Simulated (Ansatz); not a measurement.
Sc₈O₁₂: single points at one geometry.

```yaml
crystal:
  periodic: [false, false, false]
  atoms:
    - {symbol: Sc, position_ang: [-1.975103, 0.339383, 0.557194]}
    - {symbol: Sc, position_ang: [-3.427030, 3.956806, -0.024727]}
    - {symbol: Sc, position_ang: [-0.422239, -1.065948, -1.637302]}
    - {symbol: Sc, position_ang: [1.062870, 0.831686, 0.841734]}
    - {symbol: Sc, position_ang: [1.276466, -3.343084, -2.039959]}
    - {symbol: Sc, position_ang: [-0.195626, -2.191540, 0.954979]}
    - {symbol: Sc, position_ang: [-0.771753, 2.896436, -0.545846]}
    - {symbol: Sc, position_ang: [2.691630, -1.682336, 0.816870]}
    - {symbol: O, position_ang: [-2.573062, 2.322749, 0.448690]}
    - {symbol: O, position_ang: [0.674881, -1.903809, -3.025924]}
    - {symbol: O, position_ang: [-1.929705, -1.372107, -0.301499]}
    - {symbol: O, position_ang: [-0.536125, -0.211785, 1.718307]}
    - {symbol: O, position_ang: [1.099786, -1.038436, -0.244301]}
    - {symbol: O, position_ang: [-1.955339, 4.490910, -0.915799]}
    - {symbol: O, position_ang: [3.136708, 0.403446, 0.741412]}
    - {symbol: O, position_ang: [-0.648167, 0.907865, -0.949244]}
    - {symbol: O, position_ang: [2.548327, -0.061578, 2.038525]}
    - {symbol: O, position_ang: [-0.130986, -3.212197, -0.837453]}
    - {symbol: O, position_ang: [1.456666, -2.780544, 1.720330]}
    - {symbol: O, position_ang: [0.617809, 2.714062, 0.684005]}
basis:
  gaussian: {orbitals: def2-TZVP, fitting: {mean_field: def2-universal-jkfit}, initial_orbitals: start.molden}
hamiltonian: {xc: r2scan, dispersion: d4}
scf: {omitted_lower_state_checks: [starts]}
output: {orbitals: {seedname: orbitals}}
```

The file start.molden holds the orbitals of an earlier run on this structure, at another level or in another basis.

```sh
$ ansatz run in.yaml --threads 2 --pin off --events-out ev --progress --plain --max-ram 22528MiB --backend cuda --devices 0, --max-vram 18GiB
```

Output, abridged:

```
Functional definition: r2SCAN
  name "r2SCAN"
  cite "Furness, Kaplan, Ning, Perdew & Sun, J. Phys. Chem. Lett. 11, 8208 (2020) doi:10.1021/acs.jpclett.0c02405"
  cite "Furness, Kaplan, Ning, Perdew & Sun, J. Phys. Chem. Lett. 11, 9248 (2020) doi:10.1021/acs.jpclett.0c03077"
  parent r2scan
  parameter k0 = 0.174
  parameter k1 = 0.065
  parameter a1 = 4.9479
  exchange = r2scan_x(k0 = k0, k1 = k1, a1 = a1)
  correlation = r2scan_c
these checks for a lower state are left out or cut short: starts
3036 factors; integrals over basis functions are off by at most 8.7e-1 eV
mean field evaluation 1: about -190193.5146 eV, gradient 1.4e1 eV
mean field evaluation 2: about -190193.9458 eV, gradient 4.2e-1 eV
mean field evaluation 4: about -190193.9644 eV, gradient 5.6e-3 eV
mean field -190193.96438098 eV, -6989.4992729017 hartree, gradient 3.2e-5 eV, S^2 0.000000; 0 other end points of the search recorded, 0 dependent functions left out
reference -190193.96441216 eV, -6989.4992740475 hartree; 132, 132 occupied and 600, 600 virtual orbitals, 3036 factors
Total energy: -190194.37004999 eV, -6989.5141809628 hartree
Checks for a lower state left out: starts
```

Run time 10 s (2 threads of AMD EPYC 7R13 on a shared host and a share (18 GiB) of an NVIDIA H100 80GB HBM3), peak host memory 1.2 GiB.

Geometry: PBE-D4/def2-SVP.

Single mean-field runs in def2-TZVP are fitted with def2-universal-jkfit. The structure holds one bond between oxygen atoms, so isomers without such links may lie far lower. The restricted singlet is unstable towards broken spin symmetry at other levels; at r2SCAN-D4/def2-TZVP this wasn't settled. Another isomer (singlet) lies 3.40 eV lower at PBE0-D4/def2-TZVP; other spin states weren't run for this one.
